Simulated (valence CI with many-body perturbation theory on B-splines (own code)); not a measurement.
V XVII: key properties

Computed by valence CI with perturbative core correlation (CI+MBPT): five valence electrons over a frozen Dirac-Fock core [He], a basis of 9 s, 9 p, 8 d, 6 f, 3 g, 1 h functions for each j, with the one-electron correlation potential Σ1, the two-electron term Σ2, the three-electron term Σ3, Breit, model QED; selected CI, second order for the rest (own B-spline code, finite nucleus).

No measured spectrum was set against this ion. As an estimate, levels of excited configurations hold to 0.05 to 0.15 % of their energy, terms of the ground configuration to about 0.5 %. Among the levels kept, up to 1900 cm⁻¹ of a level comes from second order outside the variational space, and about a tenth of that is noise between levels of different J, which matters for small intervals.

Rates and lifetimes use the calculated energies. Strong lines usually hold to 10 to 20 %, long lifetimes can be off by a factor of two.

(1) What is the ground level?

(2) What are the static dipole polarisabilities of the lowest levels?

(3) How well does LS coupling describe the low levels?

(4) Among levels below 743.50 eV, which E1 lines absorb most strongly from the ground level?

(5) Where does the other parity begin?

(6) What is the ionisation energy?

(7) Name the longest-lived excited levels whose lifetime is computed, and their main decay.

Answers

(1) 2s2.2p3 4S°_3/2, composition 95 % 2s2.2p3 4S° + 4 % 2s2.2p3 2P°, g = 1.962.

(2) 2s2.2p3 4S°_3/2 0.0179; 2s2.2p3 2D°_3/2 0.0153 (tensor 0.0032); 2s2.2p3 2D°_5/2 0.0156 (tensor 0.0011); 2s2.2p3 2P°_1/2 0.0137 bohr³, of which the core gives 3.33e-05.

(3) Among the lowest 20 levels the leading LS term, summed over configurations, holds 92 % on average. For single configurations the figures are 91 % in LS and 74 % in jj coupling. Terms mix most in the J = 3/2 level at 671.91 eV, where the leading one holds 78 %.

(4) to 2s2.2p2.3d 4P_5/2 at 1.718 nm, f = 0.561; to 2s2.2p2.3d 4P_3/2 at 1.715 nm, f = 0.510; to 2s2.2p2.3d 4P_1/2 at 1.714 nm, f = 0.278.

(5) At 2s.2p4 4P_5/2, 77.83 eV.

(6) 1164.5 eV; NIST lists 1165.2 ± 1.1 eV (semi-empirical).

(7) 2s2.2p3 2D°_5/2 at 17.43 eV lives 4.59 ms, mostly by M1 to 2s2.2p3 4S°_3/2; 2s2.2p3 2D°_3/2 at 15.04 eV lives 299 μs, mostly by M1 to 2s2.2p3 4S°_3/2; 2s2.2p3 2P°_1/2 at 26.27 eV lives 101 μs, mostly by M1 to 2s2.2p3 4S°_3/2.
